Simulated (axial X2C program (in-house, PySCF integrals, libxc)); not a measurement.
## Photoelectron levels of SbAs by EOM-IP-CCSD

Computed with an in-house all-electron X2C program for linear molecules (integrals from PySCF): two-component X2C with atomic mean-field Coulomb and Gaunt terms, Gaussian nuclei, basis Sb dyall-cv3z, As dyall-cv3z with contracted cores.

R = 2.387 Å (1.045 times 2.284 Å, the PBE0 minimum at charge 0 for the lowest determinant).

Vertical ionisation energies of SbAs to the states of SbAs⁺:

| Ω of SbAs⁺ | vertical IE (eV) | above lowest (cm⁻¹) | ionised spinor | one-hole weight |
| --- | --- | --- | --- | --- |
| 3/2 | 8.918 | 0 | 61% As pπ, 34% Sb pπ | 0.96 |
| 1/2 | 9.190 | 2193 | 52% Sb pπ, 37% As pπ | 0.96 |
| 1/2 | 9.601 | 5509 | 41% As pσ, 38% Sb pσ, 7% Sb pπ | 0.95 |

This point took 22 s on 1 thread of Arm Neoverse V1 (shared host).

Reference electrons by ω block (each with its −ω partner): 1/2: 27, 3/2: 12, 5/2: 3. 20 electrons of SbAs correlated (inner shells frozen), 82 natural virtual spinors (a truncated set); levels can be off by some tenths of an eV. Roots sought by Ω: (1/2: 4, 3/2: 3, 5/2: 1); the list ends where they run out and leaves out roots under 60 % one-particle weight. The solver can skip a root, and states that need a further excitation, which the method places far too high, are missing though they may lie low or lowest. T1 of the reference 0.031 (Lee–Taylor). Number of frozen shells: Sb 4 s, 3 p, 1 d; As 3 s, 2 p, 1 d. Large amplitudes in the reference (orbital relaxation or multireference character) lower the reliability.
